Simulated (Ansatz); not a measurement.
A nudged elastic band was laid between two geometries of FH + H2OZn (6 atoms, charge 0, multiplicity 1).

These are results of Ansatz 0.2.0, UKS CAM-B3LYP/def2-SVP, not measurements.

```yaml
movable_images: 7
climbing_image: yes
spring: 5.0 eV/Å²
optimiser: quadratic models (default)
start_path: through a guess of the saddle point
force_threshold: 0.03 eV/Å
iteration_limit: 60
end_points: relaxed
```

First end point:

```xyz
6
Properties=species:S:1:pos:R:3
Zn -0.140 -0.216 0.482
H -0.497 0.937 1.434
O 0.221 -1.691 -0.429
H 0.039 2.079 -0.463
F 0.262 1.410 -1.073
H 0.116 -2.519 0.049
```

Last end point:

```xyz
6
Properties=species:S:1:pos:R:3
Zn 0.301 -0.477 -0.798
H -0.554 2.021 1.457
O 0.396 -2.194 -0.462
H -0.335 1.946 0.727
F 0.284 1.202 -1.237
H -0.091 -2.498 0.313
```

**Question.** Which bonds break or form, and what moves?

**Answer.** Bonds broken: Zn1–H2, H4–F5. Bonds formed: Zn1–F5, H2–H4. FH + H2OZn becomes FHOZn + H2.

**Question.** What energy profile does the band end with?

**Answer.** It converged. The highest image is number 3 of 0 to 8, 13.6 kcal/mol above the first end and 19.2 kcal/mol above the last; the last end lies 5.5 kcal/mol below the first. A vibrational analysis at the climbing image gives one clearly imaginary mode, 984i cm⁻¹: a first-order saddle point. The orbitals were unrestricted but ended closed-shell.

```json
{"image": "0", "path coordinate (Å)": "0.00", "energy (kcal/mol)": "0.0", "Zn1–H2 (Å)": "1.54", "H4–F5 (Å)": "0.93", "Zn1–F5 (Å)": "2.29"}
{"image": "1", "path coordinate (Å)": "0.42", "energy (kcal/mol)": "0.4", "Zn1–H2 (Å)": "1.55", "H4–F5 (Å)": "0.94", "Zn1–F5 (Å)": "2.32"}
{"image": "2", "path coordinate (Å)": "0.84", "energy (kcal/mol)": "4.3", "Zn1–H2 (Å)": "1.61", "H4–F5 (Å)": "0.98", "Zn1–F5 (Å)": "2.18"}
{"image": "3", "path coordinate (Å)": "1.27", "energy (kcal/mol)": "13.6", "Zn1–H2 (Å)": "1.80", "H4–F5 (Å)": "1.23", "Zn1–F5 (Å)": "1.94"}
{"image": "4", "path coordinate (Å)": "1.67", "energy (kcal/mol)": "4.4", "Zn1–H2 (Å)": "2.07", "H4–F5 (Å)": "1.61", "Zn1–F5 (Å)": "1.81"}
{"image": "5", "path coordinate (Å)": "2.07", "energy (kcal/mol)": "-3.1", "Zn1–H2 (Å)": "2.46", "H4–F5 (Å)": "1.91", "Zn1–F5 (Å)": "1.76"}
{"image": "6", "path coordinate (Å)": "2.47", "energy (kcal/mol)": "-5.3", "Zn1–H2 (Å)": "2.91", "H4–F5 (Å)": "2.16", "Zn1–F5 (Å)": "1.74"}
{"image": "7", "path coordinate (Å)": "2.87", "energy (kcal/mol)": "-5.5", "Zn1–H2 (Å)": "3.25", "H4–F5 (Å)": "2.20", "Zn1–F5 (Å)": "1.74"}
{"image": "8", "path coordinate (Å)": "3.27", "energy (kcal/mol)": "-5.5", "Zn1–H2 (Å)": "3.47", "H4–F5 (Å)": "2.19", "Zn1–F5 (Å)": "1.74"}
```

**Question.** What is the geometry of the highest image?

**Answer.** 
```xyz
6
Properties=species:S:1:pos:R:3
Zn 0.027 -0.132 -0.098
H -0.356 1.201 1.043
O 0.209 -1.857 -0.440
H -0.135 1.648 0.183
F 0.198 1.583 -0.997
H 0.056 -2.444 0.308
```

**Question.** What are the harmonic wavenumbers there?

**Answer.** 984i, 156, 198, 216, 588, 697, 770, 905, 1182, 1707, 1909, 3895 cm⁻¹.

Run time: 6.4 min on 2 threads of Arm Neoverse N1, with other jobs on the host, peak memory 0.22 GiB.
